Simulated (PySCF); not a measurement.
**Property card for MeHSiCl2, `C[SiH](Cl)Cl`**

Species: MeHSiCl2, CH4Cl2Si.
Bonds: C1–Si2, Si2–Cl3, Si2–Cl4. Hydrogens: H5, H6, H7 on C1; H8 on Si2.

Structural features include: Si–H bond and C–Si bond.

GFN2-xTB geometry:

```yaml
Point_group_of_the_GFN2-xTB_geometry: Cs
Rotational_constants_A_B_C_of_the_GFN2-xTB_geometry: 4.281, 2.464, 1.715 GHz
```

PBE0/pcSseg-1 ground state and GIAO shieldings, non-relativistic (PySCF):

```yaml
Dipole_moment: 2.03 D
HOMO_energy: -8.92 eV
LUMO_energy: 0.71 eV
HOMO–LUMO_gap: 9.63 eV
Lowest_Hirshfeld_atomic_charge: -0.21 e on C1
Highest_Hirshfeld_atomic_charge: +0.37 e on Si2
13C_chemical_shifts_computed_TMS_as_zero_by_class: 8.9 (C1) ppm
1H_chemical_shifts_computed_TMS_as_zero_by_class: 5.83 (H8), 0.65 (H5/H6/H7) ppm
Isotropic_shieldings_of_nuclei_other_than_C_and_H_by_class: 331 (Si2), 891 (Cl3/Cl4) ppm
Mayer_bond_orders_between_heavy_atoms: C1–Si2 0.97, Si2–Cl3 1.01, Si2–Cl4 1.01
```

Monoisotopic mass from the formula: 113.9459 u.

 With B = h/(8π²I), that is 505.379 GHz u Å² over I, the principal moments of inertia are 118.0, 205.1 and 294.7 u Å² (most abundant isotopes). The rotational constants make it an asymmetric top with κ = (2B − A − C)/(A − C) = -0.42, nearer the prolate limit (−1). In atomic units the dipole is 0.80 e·bohr (1 au = 2.5417 D).

Geometry: GFN2-xTB; no solvent or vibrations. NMR classes are plain means over equivalent atoms (diastereotopic ones count apart unless rotation or inversion swaps them), as if these changed places fast; in this geometry the members of some classes differ.
